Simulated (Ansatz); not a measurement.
Basis-set extrapolation for `SCC1BS1` (PBE0-D4/def2-TZVP geometry, frozen core, Ansatz 0.2.0). Multiplicity 1, RHF reference.

|  | def2-TZVPP | def2-QZVPP |
| --- | --- | --- |
| HF | -898.437175 | -898.464052 |
| MP2 correlation | -0.786022 | -0.844390 |
| CCSD(T) correlation | -0.878250 | not run |

Energies in hartree. Use E(X) = E(∞) + A·exp(−7.88·√X) for Hartree–Fock and E(X) = E(∞) + B·X^(−2.97) for correlation, with X = 3 and 4, and add CCSD(T) minus MP2 of the smaller set to the MP2 limit.

Q: What is the CCSD(T) energy at the basis-set limit?

A: HF limit: -898.464052 + (-0.026877) × 0.13774 = -898.46775. MP2 limit: -0.844390 + (-0.058368) × 0.74074 = -0.88763. Higher-order term: -0.878250 − (-0.786022) = -0.09223. Total: -899.44761 hartree, 347.1 kJ/mol below CCSD(T)/def2-TZVPP.
